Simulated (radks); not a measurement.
Values are calculated unless marked as measured or tabulated.
Ti5+, configuration [Ne] 3s2 3p5. Level of theory: scalar-relativistic Kohn-Sham, PBEsol, spin-polarised, spherical densities, finite nucleus; open shells are filled with parallel spins first; Fermi nuclear charge, rms radius 3.5921 fm (a radial shooting solver on a logarithmic mesh with Libxc functionals).

Normalised radial functions P(r) = r R(r), r in bohr:

r          2p up    3s up
0.005138  0.0089   0.1108
0.005793  0.0111   0.1229
0.006479  0.0137   0.1351
0.007247  0.0169   0.1483
0.008171  0.0212   0.1634
0.00914   0.0262   0.1784
0.01031   0.0327   0.1954
0.01153   0.0402   0.2121
0.013     0.0501   0.2305
0.01454   0.0615   0.2481
0.01639   0.0764   0.2670
0.01833   0.0933   0.2843
0.0205    0.1138   0.3007
0.02312   0.1403   0.3167
0.02586   0.1700   0.3294
0.02916   0.2082   0.3395
0.03261   0.2506   0.3447
0.03677   0.3043   0.3445
0.04113   0.3630   0.3375
0.04637   0.4361   0.3212
0.05186   0.5145   0.2965
0.05801   0.6031   0.2615
0.06541   0.7096   0.2113
0.07316   0.8193   0.1521
0.08249   0.9465   0.0753
0.09226   1.0725  -0.0080
0.104     1.2119  -0.1077
0.1164    1.3421  -0.2073
0.1312    1.4760  -0.3161
0.1467    1.5895  -0.4137
0.1641    1.6854  -0.5003
0.1851    1.7606  -0.5720
0.207     1.7983  -0.6105
0.2334    1.7976  -0.6122
0.261     1.7549  -0.5698
0.2943    1.6631  -0.4728
0.3292    1.5371  -0.3336
0.3712    1.3655  -0.1372
0.4151    1.1808   0.0805
0.4643    0.9839   0.3174
0.5236    0.7736   0.5723
0.5856    0.5904   0.7906
0.6603    0.4186   0.9810
0.7385    0.2869   1.1003
0.8327    0.1788   1.1533
0.9314    0.1072   1.1306
1.05      0.0570   1.0369
1.175     0.0290   0.8999
1.314     0.0134   0.7352
1.481     0.0052   0.5516
1.657     0.0019   0.3932
1.868     0.0006   0.2526
2.089     0.0002   0.1540
2.356     0.0000   0.0823
2.635     0.0000   0.0415
2.971     0.0000   0.0176
3.323     0.0000   0.0070

2p up: eigenvalue -525.72 eV, 0 radial nodes, <r> = 0.290 bohr, 90 % of the charge inside 0.476 bohr. 3s up: eigenvalue -135.82 eV, 2 radial nodes at r = 0.0913, 0.399 bohr, <r> = 0.954 bohr, 90 % of the charge inside 1.41 bohr.
